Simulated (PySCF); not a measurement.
Molecule: SMILES C=CC(=C)C(=C)C, C₇H₁₀.

Bonds (- single, = double, # triple, : aromatic): C1=C2, C2-C3, C3=C4, C3-C5, C5=C6, C5-C7. C1 carries H8, H9; C2 carries H10; C4 carries H11, H12; C6 carries H13, H14; C7 carries H15, H16, H17. H11 is cis to C2; H8, H14 are cis to C3; H12 is trans to C2; H9, H13 are trans to C3.

Frames of a GFN2-xTB Langevin trajectory at 300 K; GIAO PBE0/pcSseg-1 shieldings in PySCF, gas phase, non-relativistic; equivalent atoms averaged within each frame.

Scale: TMS for 13C (σref 186.93) and 1H (σref 31.72) (reference shieldings calculated alike). The references are static minima.

Problem. How do the shifts (ppm) fluctuate along the trajectory?

Solution. 
| time (fs) | C3 | C5 | C2 | C6 | C4 | C1 | C7 | H10 | H13 | H12 |
| --- | --- | --- | --- | --- | --- | --- | --- | --- | --- | --- |
| 250 | 158.5 | 157.1 | 150.7 | 126.4 | 126.3 | 123.1 | 31.0 | 6.78 | 5.62 | 5.46 |
| 425 | 159.7 | 153.8 | 146.0 | 131.4 | 116.1 | 131.9 | 28.3 | 7.16 | 6.25 | 4.64 |
| 625 | 167.8 | 154.7 | 156.3 | 122.7 | 120.6 | 131.1 | 29.5 | 7.69 | 5.54 | 5.23 |
| 800 | 161.1 | 161.9 | 143.7 | 124.3 | 122.6 | 118.7 | 31.6 | 5.94 | 5.55 | 5.58 |
| 1000 | 155.8 | 154.1 | 147.6 | 133.2 | 130.5 | 126.5 | 25.2 | 7.23 | 5.54 | 6.11 |
| mean of frames | 160.6 | 156.3 | 148.9 | 127.6 | 123.2 | 126.3 | 29.1 | 6.96 | 5.70 | 5.40 |
| standard deviation | 4.5 | 3.4 | 4.9 | 4.5 | 5.5 | 5.6 | 2.5 | 0.66 | 0.31 | 0.53 |

5 frames give an uncertainty of the mean of about the standard deviation over 2.2 at best, since frames this close in time may not be independent; classical motion lacks zero-point vibration, and the reference would need the same averaging.
